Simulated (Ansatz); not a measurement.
Basis sets compared for Ga₁₄P₁₃H₃₄⁻, a nanocrystal cut from zinc blende GaP (hydrogen-capped). Charge -1, multiplicity 1. Geometry PBE-D4/def2-SVP. Ansatz on 11 threads of AMD EPYC 7R13 on a shared host and a whole NVIDIA H100 80GB HBM3; times are rough, and most runs start from earlier orbitals.

Cartesian coordinates in Å:
```
P -0.987 -2.616 3.410
P -2.096 1.458 3.382
P -0.821 -4.270 0.084
P -1.009 -2.473 -2.981
P -2.736 3.056 0.010
P -2.007 1.297 -3.067
P -1.745 -0.587 0.224
P 1.218 0.311 2.550
P 1.861 -1.705 -0.606
P 0.885 2.098 -0.827
P 0.189 4.056 2.225
P 1.436 0.084 -3.958
P 4.406 1.018 -1.154
Ga -2.132 -2.696 1.248
Ga -3.128 1.040 1.202
Ga 0.920 -1.366 4.266
Ga 0.208 2.124 3.650
Ga -2.452 -0.821 -2.049
Ga -1.586 -4.676 -2.167
Ga 1.496 -3.785 0.561
Ga 1.336 -2.085 -2.862
Ga -3.555 2.975 -2.279
Ga -0.503 3.849 -0.086
Ga 0.261 2.009 -3.105
Ga 0.535 0.019 0.267
Ga 4.174 -1.240 -0.244
Ga 3.101 2.929 -0.451
H -0.746 -3.986 3.743
H -2.032 -2.390 4.368
H -2.920 2.356 4.135
H -2.259 0.308 4.218
H -1.108 -5.473 0.813
H -1.323 -2.459 -4.381
H -3.495 4.081 0.668
H -2.362 1.109 -4.445
H 2.611 0.633 2.504
H -0.529 5.097 2.898
H 1.496 4.631 2.288
H 1.031 -0.091 -5.322
H 2.791 0.471 -4.219
H 4.347 0.973 -2.584
H 5.786 1.396 -1.056
H -3.659 -2.989 1.547
H -4.648 0.701 1.462
H 0.312 -0.566 5.507
H 2.165 -2.315 4.413
H 0.601 2.487 5.133
H -3.981 -1.205 -2.175
H -3.167 -4.824 -2.180
H -0.646 -5.752 -2.857
H 2.425 -4.890 -0.094
H 1.567 -3.490 2.122
H 2.226 -3.110 -3.670
H -5.018 2.364 -2.276
H -3.230 4.381 -2.936
H -0.348 5.247 -0.804
H 0.565 3.297 -3.969
H 4.444 -1.023 1.305
H 5.097 -2.174 -1.132
H 3.333 3.037 1.121
H 3.409 4.166 -1.394
```

Single mean-field runs in def2-SVP, def2-TZVP are fitted with def2-universal-jkfit.

| level | functions | energy (Eh) | HOMO (eV) | LUMO (eV) | wall time |
| --- | --- | --- | --- | --- | --- |
| PBE-D4/def2-SVP (with forces) | 852 | -31395.9611 | -3.34 | 0.48 | 7 s |
| PBE0-D4/def2-SVP | 852 | -31396.9777 | -4.35 | 1.21 | 9.5 s |

Problem. Estimate the rows for PBE-D4/def2-TZVP, PBE0-D4/def2-TZVP.

Solution. 
```
            level  functions  energy (Eh)  HOMO (eV)  LUMO (eV)  wall time
 PBE-D4/def2-TZVP       1357  -31400.9390      -3.42       0.17        9 s
PBE0-D4/def2-TZVP       1357  -31401.9175      -4.39       0.91       17 s
```
